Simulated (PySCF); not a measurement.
CHO2 (SMILES [O]C=O), doublet, at a GFN2-xTB geometry. Base run: PBE0/6-31+G* run with PySCF.

PySCF was given this input:
```python
from pyscf import gto, scf, dft, solvent

mol = gto.Mole()
mol.atom = '''
    O    -1.073710   -0.429261   -0.004282
    C    -0.046169    0.187518    0.001412
    O     1.150280    0.118270    0.001940
    H    -0.335546    1.362823    0.010264
'''
mol.basis = '6-31+g*'
mol.charge = 0
mol.spin = 1
mol.verbose = 4
mol.build()

mf = dft.UKS(mol)
mf.xc = 'pbe0'
mf.kernel()
```

The base run was repeated with changes; each row names its change, and settings that it needs were set with it.

| change | ΔE vs base (kcal/mol) | dipole (D) |
|---|---|---|
| base | 0.000 | 1.69 |
| model = COSMO; solvent = 2-propanol | -4.56 | 2.17 |
| model = ddCOSMO; solvent = 2-propanol | -3.37 | 2.05 |
| model = IEF-PCM; solvent = tetrahydrofuran | -3.97 | 2.10 |
| model = IEF-PCM; solvent = 2-propanol; r_probe = 0.5 | -1.84 | 1.92 |
| model = IEF-PCM; solvent = 2-propanol | -4.59 | 2.17 |
| model = IEF-PCM; solvent = 2-propanol; vdw_scale = 1.1 | -6.20 | 2.28 |
| model = IEF-PCM; solvent = toluene | -2.25 | 1.92 |
| model = IEF-PCM; solvent = 2-propanol; lebedev_order = 11 | -4.51 | 2.15 |
| model = IEF-PCM; solvent = chloroform | -3.45 | 2.05 |
| model = IEF-PCM; solvent = dimethylsulfoxide | -4.83 | 2.19 |
| model = SS(V)PE; solvent = 2-propanol | -4.54 | 2.16 |

The base is the gas phase, so ΔE is the electrostatic part of solvation at a fixed geometry, without cavity and dispersion terms.

Open shells are given as the SCF converged; they aren't shown to be the lowest states, and a large step between rows can be another state.
